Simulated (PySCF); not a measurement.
A side-by-side comparison of computed properties.

First species: C₆H₁₁N.
InChI=1S/C6H11N/c1-3-5-6(7)4-2/h4,7H,2-3,5H2,1H3/b7-6-

Second species: H8O2SSi3.
Bonds: Si1–O2, O2–Si3, Si3–O4, O4–Si5, Si5–S6. Hydrogens: H7, H8, H9 on Si1; H10, H11 on Si3; H12, H13 on Si5; H14 on S6.

Levels: CAM-B3LYP/def2-SVPD for dipole moment, HOMO energy, LUMO energy, HOMO–LUMO gap, static isotropic polarisability and electronic spatial extent ⟨r²⟩ about the centre of nuclear charge; TDDFT CAM-B3LYP/def2-SVPD for lowest singlet excitation; TDA CAM-B3LYP/def2-SVPD for lowest triplet excitation (Tamm–Dancoff); GFN2-xTB for rotational constant A and rotational constant C. Geometries: GFN2-xTB. All species are isolated and taken at one optimised geometry, non-relativistic unless stated. Electronic properties by PySCF.

Dipoles, sizes and rotational constants follow the conformer. The torsions of the flexible species, by atom-mapped SMILES:
- `[H]/[N:4]=[C:3](/[CH:2]=[CH2:1])[CH2:5][CH2:6][CH3:7]`: C1–C2–C3–N4 171°, C2–C3–C5–C6 -72°, C3–C5–C6–C7 -65°
- `[SiH3:1][O:2][SiH2:3][O:4][SiH2:5][SH:6]`: Si1–O2–Si3–O4 11°, O2–Si3–O4–Si5 -7°, Si3–O4–Si5–S6 -82°, H–S6–Si5–O4 -39°

Values for the first species:

```
Dipole moment                                                     : 2.45 D
HOMO energy                                                       : -8.80 eV
LUMO energy                                                       : -0.05 eV
HOMO–LUMO gap                                                     : 8.75 eV
Lowest singlet excitation                                         : 4.68 eV
Lowest triplet excitation (Tamm–Dancoff)                          : 3.64 eV
Static isotropic polarisability                                   : 80.3 au
Electronic spatial extent ⟨r²⟩ about the centre of nuclear charge : 873 bohr²
Rotational constant A                                             : 3.493 GHz
Rotational constant C                                             : 1.561 GHz
```

Question: Estimate the same properties for the second species, and the change in each.

Answer: 
```json
{"property": "dipole moment", "first": "2.45 D", "second": "0.89 D", "second less first": "-1.56 D"}
{"property": "HOMO energy", "first": "-8.80 eV", "second": "-8.83 eV", "second less first": "-0.03 eV"}
{"property": "LUMO energy", "first": "-0.05 eV", "second": "0.73 eV", "second less first": "+0.78 eV"}
{"property": "HOMO–LUMO gap", "first": "8.75 eV", "second": "9.56 eV", "second less first": "+0.81 eV"}
{"property": "lowest singlet excitation", "first": "4.68 eV", "second": "6.16 eV", "second less first": "+1.48 eV"}
{"property": "lowest triplet excitation (Tamm–Dancoff)", "first": "3.64 eV", "second": "5.72 eV", "second less first": "+2.08 eV"}
{"property": "static isotropic polarisability", "first": "80.3 au", "second": "99.2 au", "second less first": "+18.9 au"}
{"property": "electronic spatial extent ⟨r²⟩ about the centre of nuclear charge", "first": "873 bohr²", "second": "1662 bohr²", "second less first": "+789 bohr²"}
{"property": "rotational constant A", "first": "3.493 GHz", "second": "2.073 GHz", "second less first": "-1.420 GHz"}
{"property": "rotational constant C", "first": "1.561 GHz", "second": "0.704 GHz", "second less first": "-0.857 GHz"}
```

On the first: In atomic units the dipole is 0.96 e·bohr (1 au = 2.5417 D). No computed singlet falls in the visible range (750 to 380 nm, 1.65 to 3.26 eV); S1 lies 1.42 eV above its blue end.

On the second: In wavenumbers S1 is 49700 cm⁻¹ (1 eV = 8065.54 cm⁻¹). The dipole matches unit charges of opposite sign 0.18 Å apart (1 e·Å = 4.8032 D).
